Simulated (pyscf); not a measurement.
**H₂C=SiH–CH₂–CH₃, singlet**

Gas-phase minimum from PySCF at ωB97X-D3(BJ)/def2-SVP, one conformer. H₂C=SiH–CH₂–CH₃ lies 20.2 kcal/mol over its isomer H₂C=CH–SiH₂–CH₃, and others may lie lower still (electronic energy, ωB97M-D3(BJ)). 

SMILES: C=[SiH]CC
```xyz
12

C     -1.4103    -0.3750    -2.7349
Si    -1.4751     0.5129    -1.2849
C      0.0286     1.2074    -0.4043
C      1.3501     0.8998    -1.1172
H     -2.3107    -0.7648    -3.2197
H     -0.4682    -0.5959    -3.2466
H     -2.7682     0.8006    -0.6078
H      0.0354     0.8081     0.6257
H     -0.1139     2.2973    -0.2939
H      1.3607     1.3189    -2.1358
H      1.5105    -0.1862    -1.2085
H      2.2082     1.3218    -0.5708
```

Bond lengths (Å): C1–Si2 1.702, C1–H5 1.094, C1–H6 1.095, Si2–C3 1.876, Si2–H7 1.488, C3–C4 1.533, C3–H8 1.105, C3–H9 1.105, C4–H10 1.102, C4–H11 1.102, C4–H12 1.101. Bond angles (°): Si2–C1–H5 122.1, Si2–C1–H6 122.4, H5–C1–H6 115.4, C1–Si2–C3 124.2, C1–Si2–H7 121.5, C3–Si2–H7 114.3, Si2–C3–C4 113.5, Si2–C3–H8 108.0, Si2–C3–H9 108.0, C4–C3–H8 110.8, C4–C3–H9 110.8, H8–C3–H9 105.3, C3–C4–H10 111.2, C3–C4–H11 111.2 (the first ones only).

Properties at ωB97X-D3(BJ)/def2-SVP:

| Item | Value |
|---|---|
| Harmonic wavenumbers, unscaled | 101, 156, 222, 343, 363, 640, 653, 671, 713, 771, 874, 965, 977, 1046, 1074, 1252, 1276, 1387, 1410, 1442, 1486, 1486, 2273, 3066, 3069, 3117, 3158, 3161, 3181, 3278 cm⁻¹ |
| Zero-point energy | 62.3 kcal/mol |
| Rotational symmetry number | 1 |
| Entropy of this conformer at 298 K and 1 atm, rigid rotor and harmonic oscillator, modes under 100 cm⁻¹ raised to 100 | 321.0 J/(mol K) |
| Dipole moment | 1.63 D |

Single-point totals, which compare only within one level (frozen core for MP2 and CC):

```
level                   total energy (hartree)
----------------------  ----------------------
ωB97X-D3(BJ)/def2-TZVP              -408.72560
PBE/def2-TZVP                       -408.30601
r²SCAN/def2-TZVP                    -408.52431
B3LYP-D3(BJ)/def2-TZVP              -408.67572
PBE0-D3(BJ)/def2-TZVP               -408.36265
M06-2X/def2-TZVP                    -408.54158
ωB97M-D3(BJ)/def2-TZVP              -408.70208
HF/def2-TZVPP                       -407.19329
MP2/def2-TZVPP                      -407.83870
CCSD/def2-TZVPP                     -407.88774
CCSD(T)/def2-TZVPP                  -407.91748
```

Soft torsions are taken as harmonic, which can shift the entropy by several J/(mol K). The CCSD(T) − MP2 part came from Ansatz, without density fitting, on the same reference.
